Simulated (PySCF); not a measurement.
Bonds: Si1-O5 1.663 Å, O5-C6 1.417 Å, C6-C7 1.515 Å, C6-C8 1.520 Å. Si1 carries H2, H3, H4; C6 carries H9; C7 carries H10, H11, H12; C8 carries H13, H14, H15.

- B3LYP/pcSseg-1 with gauge-including orbitals
- PBE0-D3(BJ)/def2-SVP geometry
- program: PySCF
- in vacuum, one conformer, fast rotation and ring inversion assumed for equivalent nuclei, no relativistic terms

δ = σ(ref) − σ, references computed at the same level: 13C (179.24 ppm) and 1H (31.38 ppm) and 29Si (337.86 ppm) against TMS; 17O (334.04 ppm) vs H2O.

```json
{"atoms": "H2/H3/H4", "nucleus": "1H", "count": "3", "δ (ppm)": "?"}
{"atoms": "H9", "nucleus": "1H", "count": "1", "δ (ppm)": "3.73"}
{"atoms": "H10/H11/H12/H13/H14/H15", "nucleus": "1H", "count": "6", "δ (ppm)": "1.20"}
{"atoms": "C7/C8", "nucleus": "13C", "count": "2", "δ (ppm)": "26.7"}
{"atoms": "O5", "nucleus": "17O", "count": "1", "δ (ppm)": "57.4"}
{"atoms": "C6", "nucleus": "13C", "count": "1", "δ (ppm)": "72.5"}
{"atoms": "Si1", "nucleus": "29Si", "count": "1", "δ (ppm)": "?"}
```

Fill in the missing shifts.

Answers


- H2/H3/H4: 4.74 ppm, hydrogen on a silicon bonded to O
- Si1: -41.2 ppm, silicon bonded to O, 3 H

Shifts are as computed. Against solution values, carbons near 30 ppm lie about +2 ppm off and those near 130 ppm about +6 ppm. Of 1211 compounds with measured shifts, 218 miss one by over three times the rms of a fit or turn the order of signals round; such compounds aren't used in these exercises. Experimental scales use liquid or dissolved standards, which lie at an offset from isolated H2O (liquid H2O: subtract about 36 ppm).
